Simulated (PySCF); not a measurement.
C4H9NSi, SMILES C=C=C[Si@H](N)C. Heavy atoms are numbered as in [CH2:1]=[C:2]=[CH:3][Si@@H:4]([CH3:5])[NH2:6]. Hydrogens are named by the atom that carries them.

Coordinates come from a r2SCAN-D4/def2-SVP optimisation. The structure was generated by enumeration; whether it is a known compound was not checked. One conformer was computed; it need not be the lowest.

The numbers are results of PBE/pcSseg-1 in PySCF, not measurements.

GIAO shieldings, no solvent; atoms alike by connectivity are averaged. δ = σ(ref) − σ: ¹³C against TMS (σ = 182.0 ppm); ²⁹Si against TMS (σ = 335.4 ppm); ¹⁵N against NH3 (σ = 267.0 ppm); ¹H against TMS (σ = 31.49 ppm), references at their B3LYP-D3(BJ)/def2-TZVP geometries, non-relativistic.

```tsv
nucleus	atoms	count	δ (ppm)
¹³C	C2	1	226.0
¹³C	C3 (CH)	1	85.7
¹³C	C1 (CH2)	1	70.9
¹³C	C5 (CH3)	1	1.1
²⁹Si	Si4 (SiH)	1	-11.5
¹⁵N	N6 (NH2)	1	25.6
¹H	H on Si4	1	5.55
¹H	H on C3	1	5.39
¹H	H on C1	2	4.78
¹H	H on C5	3	0.55
¹H	H on N6	2	0.33
```
